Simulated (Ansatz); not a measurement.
Born–Oppenheimer molecular dynamics of Cl3H5Si2 (10 atoms, charge 0, multiplicity 1). It starts from a rough guess of a transition structure, not a stationary point.

These are results of UKS PBE0-D4/STO-3G in Ansatz 0.2.0, not measurements.

- ensemble: NVE (velocity Verlet)
- time step: 0.5 fs
- steps asked: 150
- starting velocities drawn for: 1000 K
- seed: 92975

First frame:

```xyz
10
Properties=species:S:1:pos:R:3
Si -0.615 -0.948 0.104
Cl 1.659 -1.909 0.475
Cl -0.690 -1.971 -1.639
Cl -1.115 -1.811 1.870
H -1.872 -0.185 -0.050
H 0.941 -0.329 0.181
Si 0.408 1.427 -0.184
H 0.283 2.063 1.121
H 1.670 1.794 -0.817
H -0.669 1.869 -1.061
```

(1) How far do the bonds stretch over the last three quarters of this one trajectory? (Pairs bonded in most of those frames.)

Results:

(1) 
```
   bond  mean (Å)  spread (Å)  shortest  longest
Si1–Cl3     2.221       0.140      1.92     2.38
Si1–Cl4     2.210       0.153      1.97     2.40
 Si1–H5     1.460       0.044      1.39     1.53
Si1–Si7     2.333       0.132      2.15     2.64
 Cl2–H6     1.358       0.024      1.32     1.39
 Si7–H8     1.445       0.022      1.41     1.48
 Si7–H9     1.448       0.029      1.41     1.49
Si7–H10     1.459       0.050      1.38     1.53
```

Mean temperature of the second half: 2605 K. The conserved energy stayed within 0.29 meV per atom of its start (net change 0.074 meV per atom), so the integration is sound. The system heated up, since it started high on the potential surface and ran downhill. A run of 0.075 ps of so small a system gives no equilibrium averages. The orbitals stay closed-shell, which can raise the energy where a bond breaks towards radicals; this wasn't checked here. Limits of this set-up: minimal basis.

Time of the run: 4.1 min on 1 thread of AMD EPYC 9R45 (Zen 5), on a shared host, peak memory 0.22 GiB.
